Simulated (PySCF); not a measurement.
Computed vibrations of [TbCl4]−

[TbCl4]− (singlet in the valence; each metal's 4f electrons, 8 of them, lie in its core potential, out of spins and levels). PySCF 2.14.0, RKS PBE0, Tb lcecp-1-SVP with ECP54, Cl def2-SVP; non-relativistic Hamiltonian with scalar-relativistic core potentials where named; density fitting; no spin-orbit coupling. Central differences of gradients.

```xyz
5

Tb    0.0000    0.0000    0.0000
Cl    1.4688    1.4688    1.4688
Cl   -1.4688   -1.4688    1.4688
Cl    1.4688   -1.4688   -1.4688
Cl   -1.4688    1.4688   -1.4688
```

Run from Python with OMP_NUM_THREADS=2. Where DIIS fails, smearing, a level shift and second-order steps follow.
It took 24 s on 2 threads of Arm Neoverse V1, on a shared host.

(1) What are the harmonic wavenumbers and infrared intensities?

(2) Is this a minimum?

An lcecp potential fixes the number of 4f electrons, so in runs with it no electron can move into or out of that shell.

Results:

(1) Modes are labelled in Td; negative numbers are unstable modes, those under 60 cm⁻¹ near the noise; a finer grid moves soft modes by up to 10 cm⁻¹.
| cm⁻¹ | km/mol | symmetry |
| --- | --- | --- |
| 74 | 0.0 | e |
| 74 | 0.0 | e |
| 86 | 11.3 | t2 |
| 86 | 11.3 | t2 |
| 86 | 11.3 | t2 |
| 298 | 0.0 | a1 |
| 311 | 82.4 | t2 |
| 311 | 82.4 | t2 |
| 311 | 82.4 | t2 |

(2) Yes. Ideal gas at 298.15 K and 1 bar: S = 407.9 J/(mol K), Cp = 102.1 J/(mol K), H − H(0 K) = 24.4 kJ/mol (rigid rotor, harmonic modes, spin degeneracy alone, that of the 4f electrons in the core included).
